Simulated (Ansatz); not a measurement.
Reaction (ligand exchange at the Si–N bond): `O/C=N/[SiH3]` + `OBCO` → `OCBO[SiH3]` + `N=CO`

Program: Ansatz. Geometries: PBE0-D4/def2-TZVP. ΔE: electronic, gas phase. CCSD(T)/CBS adds triple-zeta CCSD(T) − MP2 to the extrapolated MP2 energy (def2 sets, frozen cores). This one scheme is used for every species. DFT in def2-TZVPP. B3LYP here is the variant with VWN-RPA as its local correlation; programs differ in this. Each species was taken in one conformer, which may not be the lowest.

CCSD(T)/CBS gives -6.8 kcal/mol.

**Question.** Another level gave -6.3 kcal/mol. Which?
A. PBE-D4/def2-TZVPP
B. r2SCAN/def2-TZVPP
C. B3LYP-D4/def2-TZVPP
D. SCS-MP2/def2-TZVPP

**Answer.** C. B3LYP-D4 -6.3, r2SCAN -5.2, PBE-D4 -3.7, SCS-MP2/def2-TZVPP -7.3 kcal/mol.

Largest T1 diagnostic among the species: 0.014.

In def2-TZVPP, CCSD(T) changes the Hartree–Fock value by +3.1 kcal/mol (the triples alone add +0.7 kcal/mol) and MP2 by +3.9 kcal/mol. From PBE to PBE0 (25 % exact exchange), in def2-TZVPP and without D4, ΔE moves by −1.0 kcal/mol.
